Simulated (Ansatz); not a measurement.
`BN[SiH2]Cl` + HCl → `Cl[SiH2]Cl` + `BN` at 500 K and 1 bar (ligand exchange at the Si–N bond).

Calculated with Ansatz (gas phase, PBE0-D4/def2-TZVP geometries, no zero-point term in ΔE). CCSD(T)/CBS adds triple-zeta CCSD(T) − MP2 to the extrapolated MP2 energy (def2 sets, frozen cores). This one scheme is used for every species. One conformer a species, not always the lowest.

| species | CCSD(T)/CBS energy (Eh) | H − E (kJ/mol) | S (J/(mol·K)) |
| --- | --- | --- | --- |
| `BN[SiH2]Cl` | -831.46864 | 191.6 | 379.3 |
| HCl | -460.38127 | 32.5 | 201.9 |
| `Cl[SiH2]Cl` | -1209.93203 | 81.5 | 323.4 |
| `BN` | -81.93499 | 148.8 | 257.4 |

H − E and S are ideal-gas, rigid-rotor, harmonic terms from PBE0-D4/def2-TZVP, for one conformer and one mirror image of each species. 1 Eh = 2625.50 kJ/mol, R = 8.31446 J/(mol·K).

Question: By hand: ΔE, ΔH, ΔS and ΔG.

Answer: ΔE = (-1209.93203) + (-81.93499) − (-831.46864) − (-460.38127) = -0.01711 Eh = -44.9 kJ/mol. Δ(H − E) = 81.5 + 148.8 − 191.6 − 32.5 = 6.2, so ΔH = -38.7 kJ/mol. ΔS = 323.4 + 257.4 − 379.3 − 201.9 = -0.4 J/(mol·K). ΔG = -38.7 − 500 × (-0.4)/1000 = -38.5 kJ/mol.

Question: By hand: the equilibrium constant, and the temperature at which ΔG would vanish if ΔH and ΔS stayed fixed.

Answer: log₁₀ K = −ΔG/(RT ln 10) = 4.0. ΔG = 0 at ΔH/ΔS = 96750 K, far beyond where these terms or the molecules hold.

The number of gas molecules stays the same, so ΔS is small and ΔH decides. A doubt of 5 kJ/mol in ΔE shifts log₁₀ K by 0.5 here. Other conformers and mirror images would add mixing entropy, several J/(mol·K) or more a flexible species. Modes under 60 cm⁻¹, often nearly free rotors, make the harmonic entropy too high. These are equilibria of isolated gas molecules and say nothing of rates. Largest T1 diagnostic: 0.012 (customary marks: 0.02 for closed shells, 0.045 for open ones).
